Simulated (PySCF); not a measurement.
Na(F) cation (FNa), SMILES [F][Na] (connectivity only; charge and spin as stated), charge +1, multiplicity 2. Atoms are numbered in the order given.

```xyz
2

Na     0.0000     0.0000    -1.1093
F      0.0000     0.0000     1.3559
```
Charge +1, spin multiplicity 2.

Coordinates come from a PBE0-D3(BJ)/def2-TZVPD optimisation. The multiplicity is an assumed one; other spin states were not compared.

Level of theory: PBE0/def2-TZVPD (PySCF).

Mulliken values depend strongly on the basis, most of all with diffuse functions as here. ESP charges are fitted to the potential on shells at 1.4 to 2.0 van der Waals radii. Atomic charges (e):

```csv
atom,meta-Löwdin,ESP fit,Mulliken spin
Na1,0.98,?,0.00
F2,0.02,?,1.00
```

Task: Some entries are withheld; supply them. (An estimate is asked for; the answer gives what the named calculation found.)

Result: 
- Na1, ESP fit: 0.96
- F2, ESP fit: 0.04
